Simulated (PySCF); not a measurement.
## C2H6N, SMILES `C[N]C` (charge 0, multiplicity 2)

The numbers are results of TPSSh-D3(BJ)/def2-TZVP // TPSS-D3(BJ)/def2-SVP (PySCF), not measurements.

The highest occupied spin orbital is -6.41 eV. The dipole moment is 1.71 D, the total energy is -134.5741 Ha and the cost comes out as very roughly 8 core-minutes.

Bonds (Å): C1–N2 1.441, C1–H4 1.114, C1–H5 1.114, C1–H6 1.103, N2–C3 1.441, C3–H7 1.103, C3–H8 1.114, C3–H9 1.114. Angles (°): N2–C1–H4 111.5, N2–C1–H5 111.6, N2–C1–H6 110.7, H4–C1–H5 105.8, H4–C1–H6 108.5, H5–C1–H6 108.5, C1–N2–C3 112.0, N2–C3–H7 110.7, N2–C3–H8 111.5, N2–C3–H9 111.5, H7–C3–H8 108.5, H7–C3–H9 108.5, H8–C3–H9 105.9.
Charge 0, spin multiplicity 2.
